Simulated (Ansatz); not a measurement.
A nudged elastic band was laid between two geometries of FH5Si3 (9 atoms, charge 0, multiplicity 1).

Method: UKS PBE-D4/def2-SVP in Ansatz 0.2.0.

* movable images: 7
* climbing image: yes
* spring: 5.0 eV/Å²
* optimiser: fire
* start path: through a guess of the saddle point
* force threshold: 0.05 eV/Å
* iteration limit: 60
* end points: relaxed
* largest step: 0.02 Å

Initial state:

```xyz
9
Properties=species:S:1:pos:R:3
F -1.341 1.535 -1.833
Si 0.244 1.219 -1.546
Si 0.939 0.578 0.449
Si -0.537 -1.093 1.199
H 1.013 2.050 -2.541
H 2.317 0.031 0.127
H -0.313 -2.430 0.544
H -1.939 -0.624 0.914
H -0.383 -1.267 2.686
```

Final state:

```xyz
9
Properties=species:S:1:pos:R:3
F -1.443 0.798 -2.106
Si 0.132 0.531 -2.572
Si 0.975 0.561 -0.277
Si -0.482 -0.770 1.009
H 0.872 1.977 0.248
H 2.407 0.110 -0.127
H -0.605 -2.136 0.385
H -1.841 -0.128 1.012
H -0.015 -0.942 2.430
```

(1) What changes between the two ends?

(2) Give the energies along the band, and the barrier.

Results:

(1) Bonds broken: Si2–H5. Bonds formed: Si3–H5.

(2) It did not converge within its limit. The highest image is number 4 of 0 to 8, 17.6 kcal/mol above the first end and 16.6 kcal/mol above the last; the last end lies 1.1 kcal/mol above the first. The band didn't meet its force threshold, so its energies are provisional: the largest band force was still 0.06 eV/Å, and over the last iterations the top stayed at 0.77 eV. The orbitals stay closed-shell, which can raise the energy where a bond breaks towards radicals; this wasn't checked here.

```json
{"image": "0", "path coordinate (Å)": "0.00", "energy (kcal/mol)": "0.0", "Si2–H5 (Å)": "1.51", "Si3–H5 (Å)": "3.33"}
{"image": "1", "path coordinate (Å)": "0.57", "energy (kcal/mol)": "0.7", "Si2–H5 (Å)": "1.51", "Si3–H5 (Å)": "3.25"}
{"image": "2", "path coordinate (Å)": "1.13", "energy (kcal/mol)": "3.8", "Si2–H5 (Å)": "1.50", "Si3–H5 (Å)": "3.06"}
{"image": "3", "path coordinate (Å)": "1.70", "energy (kcal/mol)": "11.5", "Si2–H5 (Å)": "1.52", "Si3–H5 (Å)": "2.69"}
{"image": "4", "path coordinate (Å)": "2.27", "energy (kcal/mol)": "17.6", "Si2–H5 (Å)": "1.60", "Si3–H5 (Å)": "2.23"}
{"image": "5", "path coordinate (Å)": "2.89", "energy (kcal/mol)": "9.4", "Si2–H5 (Å)": "1.85", "Si3–H5 (Å)": "1.73"}
{"image": "6", "path coordinate (Å)": "3.51", "energy (kcal/mol)": "4.4", "Si2–H5 (Å)": "2.44", "Si3–H5 (Å)": "1.55"}
{"image": "7", "path coordinate (Å)": "4.14", "energy (kcal/mol)": "1.6", "Si2–H5 (Å)": "3.03", "Si3–H5 (Å)": "1.52"}
{"image": "8", "path coordinate (Å)": "4.77", "energy (kcal/mol)": "1.1", "Si2–H5 (Å)": "3.25", "Si3–H5 (Å)": "1.51"}
```

Time of the run: 18 min on 2 threads of Arm Neoverse V1 (shared host), peak memory 0.21 GiB.
